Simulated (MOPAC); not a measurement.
MOPAC input (MNDO):

```
MNDO 1SCF GEO-OK AUX(PRECISION=9) THREADS=1
C3H9GeI

C     1.72248000 1   -1.17187100 1   -1.36318900 1
Ge    0.14116500 1   -0.05339500 1   -1.06114800 1
C    -1.48421000 1   -0.85759200 1   -1.80559100 1
C     0.40768300 1    1.78513500 1   -1.68688800 1
I    -0.19737000 1    0.07465400 1    1.48363900 1
H     1.90963700 1   -1.25770000 1   -2.43526100 1
H     2.59342000 1   -0.72654000 1   -0.88489900 1
H     1.56267500 1   -2.16635500 1   -0.94957200 1
H    -2.35009000 1   -0.24204000 1   -1.56691700 1
H    -1.38972600 1   -0.93433800 1   -2.89044900 1
H    -1.63375900 1   -1.85308100 1   -1.39055900 1
H     1.28282800 1    2.22100800 1   -1.20756300 1
H    -0.46424700 1    2.39223400 1   -1.44859400 1
H     0.55684300 1    1.78476200 1   -2.76831500 1
```

Output:

```
 *******************************************************************************
 **                                                                           **
 **                              MOPAC v23.2.5                                **
 **                                                                           **
 *******************************************************************************
 ** MOPAC's Digital Object Identifier: https://doi.org/10.5281/zenodo.6511958 **
 **                                                                           **
 ** Please cite the open-source release paper for use of this MOPAC version:  **
 ** J. E. Moussa and J. J. P. Stewart (2026)                                  **
 ** MOPAC: An open-source semiempirical molecular orbital program             **
 ** J. Open Source Softw., 11(119), 8025, https://doi.org/10.21105/joss.08025 **
 *******************************************************************************

                              MNDO CALCULATION RESULTS

 *******************************************************************************
 *  MNDO       - The MNDO Hamiltonian to be used
 *  GEO-OK     - OVERRIDE INTERATOMIC DISTANCE AND OTHER SAFETY CHECKS
 *  1SCF       - DO 1 SCF AND THEN STOP
 *  AUX        - OUTPUT AUXILIARY INFORMATION
 *******************************************************************************
MNDO 1SCF GEO-OK AUX(PRECISION=9) THREADS=1
 C3H9GeI

   ATOM   CHEMICAL          X               Y               Z
  NUMBER   SYMBOL      (ANGSTROMS)     (ANGSTROMS)     (ANGSTROMS)

     1       C          1.72248000  *  -1.17187100  *  -1.36318900  *
     2      Ge          0.14116500  *  -0.05339500  *  -1.06114800  *
     3       C         -1.48421000  *  -0.85759200  *  -1.80559100  *
     4       C          0.40768300  *   1.78513500  *  -1.68688800  *
     5       I         -0.19737000  *   0.07465400  *   1.48363900  *
     6       H          1.90963700  *  -1.25770000  *  -2.43526100  *
     7       H          2.59342000  *  -0.72654000  *  -0.88489900  *
     8       H          1.56267500  *  -2.16635500  *  -0.94957200  *
     9       H         -2.35009000  *  -0.24204000  *  -1.56691700  *
    10       H         -1.38972600  *  -0.93433800  *  -2.89044900  *
    11       H         -1.63375900  *  -1.85308100  *  -1.39055900  *
    12       H          1.28282800  *   2.22100800  *  -1.20756300  *
    13       H         -0.46424700  *   2.39223400  *  -1.44859400  *
    14       H          0.55684300  *   1.78476200  *  -2.76831500  *

          CARTESIAN COORDINATES

    NO.       ATOM           X           Y           Z

     1         C          1.7225     -1.1719     -1.3632
     2        Ge          0.1412     -0.0534     -1.0611
     3         C         -1.4842     -0.8576     -1.8056
     4         C          0.4077      1.7851     -1.6869
     5         I         -0.1974      0.0747      1.4836
     6         H          1.9096     -1.2577     -2.4353
     7         H          2.5934     -0.7265     -0.8849
     8         H          1.5627     -2.1664     -0.9496
     9         H         -2.3501     -0.2420     -1.5669
    10         H         -1.3897     -0.9343     -2.8904
    11         H         -1.6338     -1.8531     -1.3906
    12         H          1.2828      2.2210     -1.2076
    13         H         -0.4642      2.3922     -1.4486
    14         H          0.5568      1.7848     -2.7683

  H: (MNDO): M.J.S. DEWAR, W. THIEL, J. AM. CHEM. SOC., 99, 4899, (1977)
  C: (MNDO): M.J.S. DEWAR, W. THIEL, J. AM. CHEM. SOC., 99, 4899, (1977)
 Ge: (MNDO): M.J.S.DEWAR, G.L.GRADY, E.F.HEALY,ORGANOMETALLICS 6 186-189 (1987)
  I: (MNDO): M.J.S.DEWAR, E.F. HEALY, J.J.P. STEWART, J.COMP.CHEM., 5,358,(1984)

           Empirical Formula: C3 H9 Ge I  =    14 atoms

      MOLECULAR POINT GROUP   :   C3v

      RHF CALCULATION, NO. OF DOUBLY OCCUPIED LEVELS = 16

 -------------------------------------------------------------------------------
 MNDO 1SCF GEO-OK AUX(PRECISION=9) THREADS=1
 C3H9GeI

     1SCF WAS SPECIFIED, SO BFGS WAS NOT USED
     SCF FIELD WAS ACHIEVED

                              MNDO CALCULATION
                                                       MOPAC v23.2.5 Linux

          FINAL HEAT OF FORMATION =         -9.59694 KCAL/MOL =     -40.15359 KJ/MOL

          COSMO AREA              =        161.34 SQUARE ANGSTROMS
          COSMO VOLUME            =        163.94 CUBIC ANGSTROMS

          IONIZATION POTENTIAL    =         10.089131 EV
          HOMO LUMO ENERGIES (EV) =        -10.089 -0.938
          NO. OF FILLED LEVELS    =         16
          MOLECULAR WEIGHT        =        244.5986         POINT GROUP:  C3v

          MOLECULAR DIMENSIONS (Angstroms)

            Atom       Atom       Distance
            H     9    H     7     5.01380
            H    14    I     5     4.64461
            H    12    H     8     3.94861

          SCF CALCULATIONS        =          1

   ATOM   CHEMICAL          X               Y               Z
  NUMBER   SYMBOL      (ANGSTROMS)     (ANGSTROMS)     (ANGSTROMS)

     1       C          1.72248000  *  -1.17187100  *  -1.36318900  *
     2      Ge          0.14116500  *  -0.05339500  *  -1.06114800  *
     3       C         -1.48421000  *  -0.85759200  *  -1.80559100  *
     4       C          0.40768300  *   1.78513500  *  -1.68688800  *
     5       I         -0.19737000  *   0.07465400  *   1.48363900  *
     6       H          1.90963700  *  -1.25770000  *  -2.43526100  *
     7       H          2.59342000  *  -0.72654000  *  -0.88489900  *
     8       H          1.56267500  *  -2.16635500  *  -0.94957200  *
     9       H         -2.35009000  *  -0.24204000  *  -1.56691700  *
    10       H         -1.38972600  *  -0.93433800  *  -2.89044900  *
    11       H         -1.63375900  *  -1.85308100  *  -1.39055900  *
    12       H          1.28282800  *   2.22100800  *  -1.20756300  *
    13       H         -0.46424700  *   2.39223400  *  -1.44859400  *
    14       H          0.55684300  *   1.78476200  *  -2.76831500  *

                             CARTESIAN COORDINATES

   1    C        1.722480000    -1.171871000    -1.363189000
   2   Ge        0.141165000    -0.053395000    -1.061148000
   3    C       -1.484210000    -0.857592000    -1.805591000
   4    C        0.407683000     1.785135000    -1.686888000
   5    I       -0.197370000     0.074654000     1.483639000
   6    H        1.909637000    -1.257700000    -2.435261000
   7    H        2.593420000    -0.726540000    -0.884899000
   8    H        1.562675000    -2.166355000    -0.949572000
   9    H       -2.350090000    -0.242040000    -1.566917000
  10    H       -1.389726000    -0.934338000    -2.890449000
  11    H       -1.633759000    -1.853081000    -1.390559000
  12    H        1.282828000     2.221008000    -1.207563000
  13    H       -0.464247000     2.392234000    -1.448594000
  14    H        0.556843000     1.784762000    -2.768315000

           Empirical Formula: C3 H9 Ge I  =    14 atoms

      MOLECULAR POINT GROUP   :   C3v

                  EIGENVALUES
 -33.33093 -29.92541 -29.92541 -24.82887 -14.77794 -14.63313 -14.63313 -14.40410
 -14.40410 -14.28752 -13.15561 -11.98055 -11.98054 -10.84403 -10.08913 -10.08913
  -0.93812   1.27055   1.27055   1.56092   3.86614   3.86614   3.91604   3.92536
   3.93509   3.93509   5.61307   5.61307   5.62304

              NET ATOMIC CHARGES AND DIPOLE CONTRIBUTIONS

  ATOM NO.   TYPE          CHARGE      No. of ELECS.   s-Pop       p-Pop
    1          C          -0.310672        4.3107     1.25849     3.05218
    2         Ge           1.173103        2.8269     0.85210     1.97480
    3          C          -0.310671        4.3107     1.25849     3.05218
    4          C          -0.310671        4.3107     1.25849     3.05218
    5          I          -0.345934        7.3459     1.97893     5.36700
    6          H           0.006735        0.9933     0.99327
    7          H           0.014107        0.9859     0.98589
    8          H           0.014107        0.9859     0.98589
    9          H           0.014107        0.9859     0.98589
   10          H           0.006734        0.9933     0.99327
   11          H           0.014107        0.9859     0.98589
   12          H           0.014107        0.9859     0.98589
   13          H           0.014107        0.9859     0.98589
   14          H           0.006734        0.9933     0.99327
 DIPOLE           X         Y         Z       TOTAL
 POINT-CHG.     0.261    -0.099    -1.965     1.985
 HYBRID         0.169    -0.064    -1.269     1.282
 SUM            0.430    -0.163    -3.235     3.267

          ATOMIC ORBITAL ELECTRON POPULATIONS

     Atom    s        px        py        pz
    1  C   1.25849   1.08325   1.01844   0.95049
    2 Ge   0.85210   0.68998   0.69147   0.59334
    3  C   1.25849   1.08998   0.98713   0.97508
    4  C   1.25849   0.95718   1.12851   0.96649
    5  I   1.97893   1.98560   1.99485   1.38656
    6  H   0.99327
    7  H   0.98589
    8  H   0.98589
    9  H   0.98589
   10  H   0.99327
   11  H   0.98589
   12  H   0.98589
   13  H   0.98589
   14  H   0.99327

 **********************
 *                    *
 * JOB ENDED NORMALLY *
 *                    *
 **********************

 == MOPAC DONE ==
```

The geometry given is a B3LYP-D3(BJ)/def2-TZVP minimum.
